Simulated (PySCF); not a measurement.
Structure problem from calculated spectra and properties.

Formula: C7H7N.

| Property | Result |
| --- | --- |
| 13C NMR | chemical shifts (computed TMS as zero) by class: 156.5 (1 C), 120.7 (1 C), 111.8 (1 C), 88.5 (1 C), 72.2 (1 C), 18.6 (1 C), 18.6 (1 C) ppm [GIAO PBE0/pcSseg-1] |
| Rotational structure | rotational constants A, B, C: 6.851, 0.796, 0.720 GHz [GFN2-xTB] |
| NMR, other nuclei | isotropic shieldings of nuclei other than C and H, by class: -48 (1 N) ppm [GIAO PBE0/pcSseg-1] |
| Dipole | 6.30 D [PBE0/pcSseg-1] |
| 1H NMR | chemical shifts (computed TMS as zero) by class: 6.90 (1 H), 2.02 (3 H), 1.99 (3 H) ppm [GIAO PBE0/pcSseg-1] |

Gas-phase values; electronic properties from PySCF, density fitting. Levels stand in brackets. Isolated species at its GFN2-xTB geometry, gas phase. GFN2-xTB frequencies show an imaginary mode (43i cm⁻¹), so this geometry is no minimum at that level. Each NMR value is the plain mean over a class of atoms that symmetry, rotation or inversion makes alike.

Problem. Give a SMILES that accounts for the data.

Solution. Numbering: `[CH3:1]/[CH:2]=[C:3](\[CH3:4])[C:5]#[C:6][C:7]#[N:8]`. Its formula, C7H7N, gives 5 degrees of unsaturation: 0 rings and 5 π bonds in the structure found. 7 carbons fall into 7 classes; from least to most shielded: alkene CH carbon [C2] (156.5 ppm), fully substituted alkene carbon [C3] (120.7 ppm), nitrile carbon [C7] (111.8 ppm), alkyne carbon [C5] (88.5 ppm), alkyne carbon [C6] (72.2 ppm), allylic carbon [C4] (18.6 ppm), allylic carbon [C1] (18.6 ppm). Hydrogen classes from least to most shielded: 1 H on an alkene CH carbon, C2 (6.90 ppm), 3 H on an allylic carbon, C4 (2.02 ppm), 3 H on an allylic carbon, C1 (1.99 ppm). The other shieldings belong to: -48 ppm, nitrile nitrogen [N8]. By its constants the optimised geometry is an asymmetric top. Structure: `C/C=C(\C)C#CC#N`. Computed isomers that give other values at the same levels: `N#C[C@@]12C=CC[C@@H]1C2` (13C chemical shifts (computed TMS as zero) by class: 141.2 (1 C), 138.9 (1 C), 125.3 (1 C), 40.5 (1 C), 30.4 (1 C), 29.7 (1 C), 23.1 (1 C) ppm); `N#CC1=C[C@@H]2C[C@@H]2C1` (13C chemical shifts (computed TMS as zero) by class: 163.1 (1 C), 121.2 (1 C), 118.2 (1 C), 43.2 (1 C), 29.8 (1 C), 20.7 (1 C), 20.5 (1 C) ppm); `C=C[C@@H]1[C@H]2[C@@H](C#N)[C@@H]12` (rotational constant A: 5.182 GHz; this holds for the one conformer computed). The assignments are read from this structure; whether some other isomer fits the data as well wasn't checked.
